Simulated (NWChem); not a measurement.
Species: C3H2ClF; SMILES C(Cl)(F)=C=C

Results from NWChem. The geometry was optimised at B3LYP/6-31G* (spherical d). Lowest singlet excitation in solution, TDDFT at B3LYP/def2-SVP with SMD, three treatments of the solvent's response.

Problem. Predict the results for solvent acetonitrile. Quantities: ground-state reaction field (eV); corrected reaction field (eV); vertical excitation model (eV).

Solution. 
```
Quantity                          Result
--------------------------------  ------
ground-state reaction field (eV)    4.46
corrected reaction field (eV)       4.42
vertical excitation model (eV)      4.36
```
